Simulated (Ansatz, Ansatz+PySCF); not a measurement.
```xyz
4

N    -0.1189    0.0154   -0.0204
H     0.3879   -0.3457   -0.8285
H     0.0806   -0.6391    0.7358
H     0.3635    0.8767    0.2358
```

Basis set: def2-SVP (spherical functions). Left uncorrelated: 1 orbital. Charge 0, multiplicity 3.

Computed with Ansatz (development build ahead of 0.2.0); each method stands on the lowest determinant of its kind that the runs found.

The atomization energy at this shape (free ground-state atoms in the same class of orbitals less the molecule, no zero-point energy) of triplet NH3:

| method | atomization energy |
| --- | --- |
| UHF-MP2 | 104.84 kcal/mol |

(1) What does UHF give?

## Answers

(1) 48.34 kcal/mol. Caution: another spin multiplicity may lie lower.
